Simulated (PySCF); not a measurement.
Frontier orbitals and the lowest excitations

Compound: methyldimethoxychlorosilane, C3H9ClO2Si.
SMILES with atom numbers: `[CH3:1][O:2][Si:3]([CH3:4])([Cl:5])[O:6][CH3:7]` (hydrogens: H8, H9, H10 on C1; H11, H12, H13 on C4; H14, H15, H16 on C7)

Cartesian coordinates in Å at the GFN2-xTB level; atoms count from 1:
```xyz
16
C3H9ClO2Si angstrom
C     -2.017   -1.339    1.032
O     -1.492   -0.087    0.665
Si    -0.261    0.274   -0.311
C     -0.134    2.159   -0.265
Cl    -0.605   -0.368   -2.214
O      1.042   -0.530    0.236
C      2.315   -0.664   -0.340
H     -2.869   -1.155    1.686
H     -2.345   -1.892    0.149
H     -1.266   -1.926    1.561
H      0.108    2.505    0.734
H      0.639    2.518   -0.938
H     -1.068    2.627   -0.558
H      2.833   -1.462    0.189
H      2.877    0.266   -0.238
H      2.235   -0.918   -1.399
```

Theory: PySCF, TDDFT CAM-B3LYP/def2-SVPD, vertical, gas phase, core orbitals frozen in the response.

Kohn–Sham orbitals with the atoms that hold most of them (Löwdin shares over 4%, at most four atoms; ? is withheld):

| orbital | ε (eV) | atoms |
| --- | --- | --- |
| HOMO-3 | -10.48 | O2 50%, C1 15%, Cl5 12%, H8 7% |
| HOMO-2 | -10.27 | Cl5 40%, O6 24%, C4 8%, Si3 6% |
| HOMO-1 | -9.95 | O2 44%, Cl5 17%, C1 11%, H9 6% |
| HOMO | -9.87 | ? |
| LUMO | ? | ? |
| LUMO+1 | 1.66 | C1 18%, Cl5 14%, C7 10%, H15 8% |
| LUMO+2 | 1.85 | Cl5 15%, C7 12%, H14 9%, C4 9% |

(1) Give the leading atoms of the LUMO.

(2) Which atoms hold the HOMO, and with what shares?

(3) What is the LUMO energy, and the HOMO–LUMO gap?

Answers

(1) Si3 (bonded to C, Cl and 2 O) 22%; Cl5 (bonded to Si) 17%; C7 (bonded to O and 3 H) 12%; C4 (bonded to Si and 3 H) 9%. By element: silicon 22%, carbon 20% or more, chlorine 17%.

(2) O6 (bonded to C and Si) 46%; C7 (bonded to O and 3 H) 11%; C4 (bonded to Si and 3 H) 9%; Si3 (bonded to C, Cl and 2 O) 6%. By element: oxygen 46% or more, carbon 20% or more, silicon 6%.

(3) ε(LUMO) = 0.97 eV; the gap is 10.83 eV (0.3982 hartree).

**Question.** How does S1 compare with the orbital gap of 10.83 eV?

**Answer.** S1 is at 7.89 eV (f = 0.0062), 2.94 eV below the gap, made of HOMO→LUMO (80%). Without the coupling terms of the response equations the lowest excitation would equal the gap.

**Question.** One configuration dominates each of S1, S2 and S3. Which, and how do the shares of the two leading atoms of either orbital change from the occupied to the empty one?

**Answer.** 
- S1 (7.89 eV, f 0.0062), HOMO→LUMO (80%): O6 46% → at most 9%, C7 11% → 12%, Si3 6% → 22%, Cl5 at most 7% → 17%
- S2 (8.08 eV, f 0.017), HOMO-1→LUMO (74%): O2 44% → at most 9%, Cl5 17% → 17%, Si3 at most 6% → 22%
- S3 (8.35 eV, f 0.054), HOMO-2→LUMO (80%): Cl5 40% → 17%, O6 24% → at most 9%, Si3 6% → 22%

Löwdin shares depend on the basis, the more so with diffuse functions.

One conformer stands for the species.
